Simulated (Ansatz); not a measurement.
Relaxation of FH9OSi3 (14 atoms, charge 0, multiplicity 1), to a largest force component of 0.03 eV/Å in at most 50 steps.

Level of theory: UKS r2SCAN/6-31G* in Ansatz 0.2.0.

```xyz
14
Properties=species:S:1:pos:R:3
Si -0.224 0.720 0.382
F -0.799 3.207 -1.154
O -0.166 -0.706 1.208
Si 0.247 -2.093 1.975
H -1.539 1.355 0.658
H 0.862 1.626 0.858
H -0.165 2.935 -1.761
Si 0.096 0.225 -1.797
H 1.599 -1.975 2.590
H -0.746 -2.387 3.043
H 0.264 -3.230 1.012
H -1.168 -0.177 -2.480
H 1.076 -0.884 -1.966
H 0.662 1.386 -2.568
```

**Question.** Where does it end, and by what steps?

**Answer.** It converged. The force dipped under the threshold on the way, but the program's further checks kept it going. After 27 steps the energy has fallen by 0.129 eV; H13 moved furthest, 0.92 Å.

```json
{"step": "0", "energy less start (eV)": "0.0000", "largest force component (eV/Å)": "1.138", "accepted": "yes"}
{"step": "1", "energy less start (eV)": "-0.0268", "largest force component (eV/Å)": "1.492", "accepted": "yes"}
{"step": "2", "energy less start (eV)": "0.0295", "largest force component (eV/Å)": "2.028", "accepted": "no"}
{"step": "3", "energy less start (eV)": "-0.0505", "largest force component (eV/Å)": "1.256", "accepted": "yes"}
{"step": "4", "energy less start (eV)": "-0.0763", "largest force component (eV/Å)": "0.388", "accepted": "yes"}
{"step": "5", "energy less start (eV)": "-0.0541", "largest force component (eV/Å)": "1.438", "accepted": "no"}
{"step": "6", "energy less start (eV)": "-0.0876", "largest force component (eV/Å)": "0.049", "accepted": "yes"}
{"step": "7", "energy less start (eV)": "-0.0935", "largest force component (eV/Å)": "0.089", "accepted": "yes"}
{"step": "8", "energy less start (eV)": "-0.1003", "largest force component (eV/Å)": "0.055", "accepted": "yes"}
{"step": "9", "energy less start (eV)": "-0.1002", "largest force component (eV/Å)": "0.371", "accepted": "no"}
{"step": "10", "energy less start (eV)": "-0.1021", "largest force component (eV/Å)": "0.143", "accepted": "yes"}
{"step": "11", "energy less start (eV)": "-0.1047", "largest force component (eV/Å)": "0.283", "accepted": "yes"}
{"step": "12", "energy less start (eV)": "-0.1076", "largest force component (eV/Å)": "0.122", "accepted": "yes"}
{"step": "13", "energy less start (eV)": "-0.1105", "largest force component (eV/Å)": "0.086", "accepted": "yes"}
{"step": "14", "energy less start (eV)": "-0.1143", "largest force component (eV/Å)": "0.361", "accepted": "yes"}
{"step": "15", "energy less start (eV)": "-0.1172", "largest force component (eV/Å)": "0.210", "accepted": "yes"}
{"step": "16", "energy less start (eV)": "-0.1183", "largest force component (eV/Å)": "0.144", "accepted": "yes"}
{"step": "17", "energy less start (eV)": "-0.1203", "largest force component (eV/Å)": "0.107", "accepted": "yes"}
{"step": "18", "energy less start (eV)": "-0.1207", "largest force component (eV/Å)": "0.270", "accepted": "yes"}
{"step": "19", "energy less start (eV)": "-0.1222", "largest force component (eV/Å)": "0.125", "accepted": "yes"}
{"step": "20", "energy less start (eV)": "-0.1243", "largest force component (eV/Å)": "0.027", "accepted": "yes"}
{"step": "21", "energy less start (eV)": "-0.1260", "largest force component (eV/Å)": "0.058", "accepted": "yes"}
{"step": "22", "energy less start (eV)": "-0.1263", "largest force component (eV/Å)": "0.105", "accepted": "yes"}
{"step": "23", "energy less start (eV)": "-0.1270", "largest force component (eV/Å)": "0.078", "accepted": "yes"}
{"step": "24", "energy less start (eV)": "-0.1281", "largest force component (eV/Å)": "0.022", "accepted": "yes"}
{"step": "25", "energy less start (eV)": "-0.1285", "largest force component (eV/Å)": "0.038", "accepted": "yes"}
{"step": "26", "energy less start (eV)": "-0.1287", "largest force component (eV/Å)": "0.037", "accepted": "yes"}
{"step": "27", "energy less start (eV)": "-0.1288", "largest force component (eV/Å)": "0.024", "accepted": "yes"}
```

```xyz
14
Properties=species:S:1:pos:R:3
Si -0.558 0.637 0.404
F -0.532 2.982 -1.295
O -0.601 -0.710 1.382
Si 0.390 -1.921 1.908
H -1.887 1.286 0.513
H 0.484 1.575 0.929
H 0.397 3.097 -1.248
Si -0.046 0.082 -1.823
H 1.723 -1.381 2.303
H -0.242 -2.573 3.083
H 0.601 -2.941 0.841
H -1.174 0.381 -2.747
H 0.298 -1.366 -1.957
H 1.148 0.852 -2.294
```

Whether the end is a true minimum wasn't checked by a vibrational analysis.

The run took 3.8 min on 4 threads of Arm Neoverse N1 (shared host), peak memory 0.28 GiB.
